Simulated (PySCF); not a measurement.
Work out the structure from these simulated measurements.

Elements present: C. Monoisotopic mass: 132.0000 u; singlet state.

| Item | Value |
| --- | --- |
| Rotational structure | rotational constant B (linear): 0.232 GHz [PBE0-D3(BJ)/def2-SVP] |
| 13C NMR | chemical shifts (computed TMS as zero) by class: 392.3 (2 C), 95.5 (2 C), 88.7 (2 C), 68.5 (2 C), 56.6 (1 C), 50.7 (2 C) ppm [GIAO PBE0/pcSseg-1] |
| UV, first state | lowest singlet excitation: 0.82 eV (1518 nm, f = 0.000) [TDDFT CAM-B3LYP/def2-SVPD] |
| Dipole | 0.00 D by symmetry (numerical residue 0.03 D) [CAM-B3LYP/def2-SVPD] |
| Triplet | lowest triplet excitation (Tamm–Dancoff): 0.88 eV [TDA CAM-B3LYP/def2-SVPD] |
| Polarisability | 317.9 au [CAM-B3LYP/def2-SVPD] |

Gas-phase values; electronic properties from PySCF, density fitting. Levels stand in brackets. Geometry: PBE0-D3(BJ)/def2-SVP; no solvent, vibrations or thermal averaging. NMR classes are plain means over equivalent atoms (diastereotopic ones count apart unless rotation or inversion swaps them), as if these changed places fast.

Problem. Which formula fits the mass and the elements?

Solution. C11 (calculated 132.0000). No other formula that holds each of these elements comes within 0.0003 u with a fitting electron parity and a possible valence count.

Problem. What is the compound? Reason from the data.

Solution. Numbering: `[C:1]=[C:2]=[C:3]=[C:4]=[C:5]=[C:6]=[C:7]=[C:8]=[C:9]=[C:10]=[C:11]`. 11 carbons fall into 6 classes; from least to most shielded: carbon bonded to C [C1/C11] (392.3 ppm, 2 C), central carbon of cumulated double bonds [C2/C10] (95.5 ppm, 2 C), central carbon of cumulated double bonds [C5/C7] (88.7 ppm, 2 C), central carbon of cumulated double bonds [C3/C9] (68.5 ppm, 2 C), central carbon of cumulated double bonds [C6] (56.6 ppm), central carbon of cumulated double bonds [C4/C8] (50.7 ppm, 2 C). The vanishing dipole is forced by symmetry. The optimised geometry has point group D∞h and is a linear rotor. Structure: undecacarbon chain (`[C]=C=C=C=C=C=C=C=C=C=[C]`) [singlet]. The assignments are read from this structure; whether some other isomer fits the data as well wasn't checked.
